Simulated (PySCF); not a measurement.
SiH₂Cl₂, SMILES Cl[SiH2]Cl. Atoms are numbered in the order given.

```xyz
5

Si     0.0000     0.0000     0.7664
Cl     1.6824     0.0000    -0.4085
Cl    -1.6824     0.0000    -0.4085
H      0.0000    -1.2244     1.5799
H      0.0000     1.2244     1.5799
```

Geometry: B3LYP-D3(BJ)/def2-TZVP. The isomer is the one that the SMILES or the coordinates give; other isomers of the formula were not compared.

All values below come from SMD-PBE0/6-31G* run with PySCF.

Solvation free energies are E(SMD) − E(gas) at the gas-phase geometry, for 1 M in both phases. In vacuum the dipole moment is 1.68 D.

Question: Rank water, ethylethanoate, ethanol by solvation free energy, most negative first.

Answer: ethanol (-3.5 kcal/mol), ethylethanoate (-3.1 kcal/mol), water (0.0 kcal/mol)
